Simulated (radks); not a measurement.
Results of a calculation; reference values are marked as such.
The indium ion In2+, 47 electrons, occupied as [Kr] 4d9.5 5s1.5 (fractional occupations, a model configuration). Level of theory: Dirac Kohn-Sham, PBEsol, spin-unpolarised, spherical densities, finite nucleus; open shells are shared between the two j in proportion to 2j + 1; Fermi nuclear charge, rms radius 4.6156 fm (a radial shooting solver on a logarithmic mesh with Libxc functionals).

Radial electron density D(r) = 4 pi r^2 rho(r):

r (bohr)  D(r) (e/bohr)
0.004175          15.45
0.005524          22.84
0.007367          32.67
0.009748          43.73
0.0129            54.47
0.01707           61.99
0.02276           63.49
0.03012           59.20
0.03985           54.99
0.05272           59.12
0.07032           72.51
0.09304           80.21
0.1231            70.19
0.1629            55.95
0.2172            59.56
0.2874            64.93
0.3803            45.82
0.5032            22.73
0.6658            20.05
0.8881            21.16
1.175             13.58
1.555             5.927
2.057             2.276
2.744            0.7676
3.63             0.1772
4.803           0.01975
6.355         0.0007621

D(r) has 4 maxima, at r = 0.0210, 0.0923, 0.272, 0.807 bohr, and minima at 0.0411, 0.178, 0.595 bohr, inside which lie 2.03, 11.19, 29.03 electrons.
